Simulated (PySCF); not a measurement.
C4H7BF2, SMILES FB1CCC[C@H]1F.

The structure is a stationary point at PBE-D3(BJ)/def2-SVP. The structure was generated by enumeration; whether it is a known compound was not checked. Other conformers were not sampled.

Two levels are set side by side: TDA-PBE/def2-SVPD (PySCF) and TDA-LC-ωPBE/def2-SVPD (PySCF). Vertical, same geometry. The lowest singlet is HOMO→LUMO 99 % with PBE and HOMO→LUMO 93 % with the other functional; states are paired by order. Differences are taken from unrounded values.

```
quantity                              TDA-LC-ωPBE
------------------------------------  -----------
lowest singlet excitation (eV)               5.83
lowest triplet excitation (TDA) (eV)         5.12
```

What does TDA-PBE give, and how far is it from TDA-LC-ωPBE? (The exact figures need the calculation; the answer reports its results.)


```
quantity                              TDA-PBE  TDA-PBE minus TDA-LC-ωPBE
------------------------------------  -------  -------------------------
lowest singlet excitation (eV)           5.00                      -0.83
lowest triplet excitation (TDA) (eV)     4.43                      -0.69
```

Functionals without exact exchange tend to place singlet excitations lower, as here. Differences between two approximate levels are no errors against the true value.

Rough cost on one machine, each run with all the roots and properties that it gave: TDA-LC-ωPBE against TDA-PBE about 2 times.
